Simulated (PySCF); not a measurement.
Deuteron quadrupole couplings in `C=C[SiH]1CC1`

C4H8Si.
Structure used (GFN2-xTB), in Å, numbered top down from 1:
```xyz
13
C4H8Si angstrom
C      1.8460    0.3279    1.1381
C      1.6461   -0.4043    0.0514
Si     0.0046   -0.6100   -0.8196
C     -1.5892   -0.4101    0.1689
C     -1.2679    0.7802   -0.7436
H      2.8128    0.4133    1.6101
H      1.0455    0.8769    1.6063
H      2.4876   -0.9350   -0.3765
H      0.0066   -1.4892   -1.9795
H     -1.5469   -0.2161    1.2315
H     -2.4694   -0.9793   -0.0927
H     -1.9498    0.9367   -1.5668
H     -1.0304    1.7095   -0.2453
```

Level: PBE0/pcSseg-1 (PySCF, non-relativistic); Q(2H) = 0.00286 b; rigid geometry, the same for H and D, with no vibrational averaging.

**Question.** Rank these positions by the coupling χzz of a deuteron there, largest first.
A. H9 (Si–H hydrogen)
B. H7 (vinylic hydrogen)
C. H8 (vinylic hydrogen)

**Answer.** B (224 kHz), C (220 kHz), A (114 kHz).

**Question.** What are Vzz, η and χzz (234.96 MHz × Q × Vzz) at all hydrogens?

**Answer.** 
```csv
atom,bonded to,bond length (Å),Vzz (au),η,χzz (kHz)
H6,C1,1.079,0.3319,0.04,223
H7,C1,1.078,0.3340,0.05,224
H8,C2,1.083,0.3268,0.04,220
H9,Si3,1.456,0.1697,0.08,114
H10,C4,1.081,0.3369,0.08,226
H11,C4,1.080,0.3374,0.08,227
H12,C5,1.080,0.3373,0.08,227
H13,C5,1.081,0.3370,0.08,226
```

**Question.** Average by the element that carries the hydrogen.

**Answer.** on C: 225 kHz over 7 positions, mean bond length 1.080 Å; on Si: 114 kHz over 1 position, mean bond length 1.456 Å.

**Question.** A static deuteron (I = 1) shows a doublet split by (3/2)χ, (3/4)χ(1 + η) and (3/4)χ(1 − η) with the field along z, y and x of the gradient. What are these for H13?

**Answer.** With |χ| = 226.4 kHz and η = 0.079: 340, 183 and 156 kHz, to first order and without motion.

Isolated species at its GFN2-xTB geometry (one conformer only). GFN2-xTB bond lengths can be off by several hundredths of an ångström, more for odd bonds, and the gradients follow them. The small basis limits the accuracy of the gradients.
